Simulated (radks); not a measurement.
Task: The table gives one normalised radial function P(r) = r R(r) (large component) of Re+ in [Xe] 4f14 5d5 6s1 (r in bohr). All-electron calculation, Dirac Kohn-Sham, PBE, spin-unpolarised, spherical densities, point nucleus; open shells fill j = l - 1/2 first. Program: a radial shooting solver on a logarithmic mesh with Libxc functionals.

r           P
0.002242   0.0050
0.00261    0.0066
0.003038   0.0087
0.003537   0.0114
0.004117   0.0150
0.004793   0.0195
0.00558    0.0254
0.006496   0.0328
0.007562   0.0422
0.008804   0.0538
0.01025    0.0681
0.01184    0.0844
0.01378    0.1047
0.01604    0.1281
0.01867    0.1542
0.02174    0.1820
0.02531    0.2098
0.02946    0.2347
0.0343     0.2529
0.03993    0.2593
0.04649    0.2482
0.05412    0.2139
0.063      0.1523
0.07335    0.0627
0.08471   -0.0433
0.09861   -0.1653
0.1148    -0.2772
0.1336    -0.3518
0.1556    -0.3614
0.1811    -0.2863
0.2109    -0.1258
0.2455     0.0949
0.2858     0.3239
0.3327     0.4943
0.3873     0.5437
0.4509     0.4383
0.5249     0.1875
0.6062    -0.1380
0.7057    -0.5011
0.8215    -0.8069
0.9564    -0.9965
1.113     -1.0449
1.296     -0.9642
1.509     -0.7951
1.757     -0.5894
2.045     -0.3930
2.381     -0.2345
2.772     -0.1240
3.227     -0.0573
3.726     -0.0240
4.338     -0.0081
5.05      -0.0022
5.879     -0.0005
6.844     -0.0001
7.968     0.0000
9.276     0.0000

Which n and l does it have? It may be an empty orbital.

Result: n = 5, l = 1: the number of nodes gives n - l - 1 = 3, the rise at small r points to l (this Dirac orbital starts as r^gamma with gamma = sqrt((l + 1)^2 - (Z/c)^2) = 1.92; the j = 3/2 orbital of l + 1 starts with the same power, but with a smaller coefficient, and then steepens), and the extent must fit the shell. The curve is that of 5p3/2; the two j differ most near the nucleus, where j = l - 1/2 has the larger amplitude, and in heavy atoms j = l - 1/2 is also the more compact. 5p3/2: eigenvalue -51.383 eV, 3 radial nodes at r = 0.0801, 0.231, 0.572 bohr, <r> = 1.24 bohr, 90 % of the charge inside 1.81 bohr.
